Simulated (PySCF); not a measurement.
B3LYP has the VWN-RPA correlation part, as in Gaussian. Excitations are Tamm–Dancoff values on a coarser integration grid. The basis has no diffuse functions, so Rydberg states are missing or too high.

Species: CH3BO, SMILES `CB=O` (charge 0, multiplicity 1).

Question: Predict the S1–T1 gap (TDA), LUMO, HOMO, HOMO–LUMO gap and T1 excitation (TDA) from B3LYP-D3(BJ)/def2-TZVP run with PySCF 2.14.0.

Answer: 
The S1–T1 gap (TDA) is 1.07 eV and the LUMO comes out as 0.03 eV. The HOMO is -9.46 eV, the HOMO–LUMO gap is 9.49 eV and the T1 excitation (TDA) is 7.15 eV.
